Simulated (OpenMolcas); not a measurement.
# Tc: effect of the basis set

| Quantity | Value |
| --- | --- |
| Program | OpenMolcas 26.06 |
| Method | CASSCF |
| Active space | 5 electrons in 5 orbitals (4d) |
| State averaging | 2S+1 = 6 even, 1 root; 2S+1 = 4 even, 24 roots; 2S+1 = 2 even, 75 roots (58 in the spin-orbit step) |
| Spin-orbit coupling | RASSI with atomic mean-field integrals over the reference wave functions, term energies averaged over their components |

A. ANO-R1 [6s4p3d1f], X2C, finite nucleus; cost about 26 core-seconds
B. ANO-R2 [7s5p4d2f1g], X2C, finite nucleus; cost roughly 30 core-seconds
C. ANO-RCC-VTZP [7s6p4d2f1g], DKH2, point nucleus; cost of the order of 25 core-seconds
D. ANO-R3 [8s6p5d3f2g1h], X2C, finite nucleus; cost about 18 core-seconds
E. ANO-RCC-VQZP [8s7p5d3f2g1h], DKH2, point nucleus; cost about 23 core-seconds

Energies in eV above 4d5 5s2 6S 5/2.

| Level | A | B | C | D | E |
| --- | --- | --- | --- | --- | --- |
| 4d5 5s2 6S 5/2 | 0.0000 | 0.0000 | 0.0000 | 0.0000 | 0.0000 |
| 4d5 5s2 4G 5/2 | 2.8715 | 2.8838 | 2.8870 | 2.8839 | 2.8846 |
| 4d5 5s2 4G 7/2 | 2.8864 | 2.8987 | 2.9018 | 2.8988 | 2.8995 |
| 4d5 5s2 4G 11/2 | 2.8896 | 2.9019 | 2.9050 | 2.9020 | 2.9028 |
| 4d5 5s2 4G 9/2 | 2.8950 | 2.9073 | 2.9104 | 2.9075 | 2.9083 |
| 4d5 5s2 4P 5/2 [74 %] | 3.2634 | 3.2758 | 3.2801 | 3.2758 | 3.2763 |
| 4d5 5s2 4P 3/2 | 3.2967 | 3.3093 | 3.3134 | 3.3093 | 3.3100 |
| 4d5 5s2 4P 1/2 | 3.3412 | 3.3537 | 3.3577 | 3.3538 | 3.3546 |
| 4d5 5s2 4D 7/2 | 3.5558 | 3.5681 | 3.5718 | 3.5682 | 3.5691 |
| 4d5 5s2 4D 1/2 | 3.6038 | 3.6161 | 3.6195 | 3.6161 | 3.6173 |
| 4d5 5s2 4D 3/2 | 3.6372 | 3.6493 | 3.6528 | 3.6494 | 3.6507 |
| 4d5 5s2 4D 5/2 | 3.6397 | 3.6518 | 3.6553 | 3.6518 | 3.6531 |
| 4d5 5s2 2I 11/2 | 4.1122 | 4.1266 | 4.1317 | 4.1265 | 4.1276 |
| 4d5 5s2 2I 13/2 | 4.1449 | 4.1596 | 4.1645 | 4.1596 | 4.1608 |
| 4d5 5s2 2D 5/2(1) [55 %] | 4.5311 | 4.5422 | 4.5485 | 4.5419 | 4.5428 |
| 4d5 5s2 2D 3/2(1) [70 %] | 4.6412 | 4.6533 | 4.6591 | 4.6531 | 4.6543 |
| 4d5 5s2 4F 9/2 | 4.7767 | 4.7888 | 4.7942 | 4.7887 | 4.7899 |
| 4d5 5s2 4F 5/2 | 4.8181 | 4.8304 | 4.8356 | 4.8303 | 4.8317 |
| 4d5 5s2 4F 3/2 [70 %] | 4.9049 | 4.9173 | 4.9223 | 4.9173 | 4.9190 |
| 4d5 5s2 2H 9/2 [74 %] | 5.0299 | 5.0403 | 5.0465 | 5.0400 | 5.0414 |
| 4d5 5s2 2H 11/2 | 5.1378 | 5.1485 | 5.1544 | 5.1484 | 5.1502 |
| 4d5 5s2 2G 7/2 | 5.2233 | 5.2342 | 5.2398 | 5.2341 | 5.2357 |
| 4d5 5s2 2G 9/2 [70 %] | 5.3119 | 5.3230 | 5.3284 | 5.3230 | 5.3250 |
| 4d5 5s2 2F 5/2(2) | 5.5904 | 5.5997 | 5.6056 | 5.5995 | 5.6012 |

Among A to E the level of the table that moves most is 4d5 5s2 2I 13/2, by 160 cm-1 (lowest in A, highest in C).

Some high roots are left out of the spin-orbit mixing, which shifts the levels that they would mix with. Without dynamic correlation excited terms often stand tens of per cent too high (terms of higher spin than the ground term too low), and those without a measured partner can miss by more than the paired ones. With the s shell closed, the reference lacks s² → p², s² → d² and s → d mixing, so excited terms can stand far too high and out of order, with CASPT2 too. Levels of configurations outside the active space are missing. Levels that lie high or do not pair safely by name in every column are left out.

A share in square brackets marks a mixed level and gives the weight of the term that names it, the lowest over the columns. A number in round brackets counts repeated terms of one configuration in the order of the reference energies.
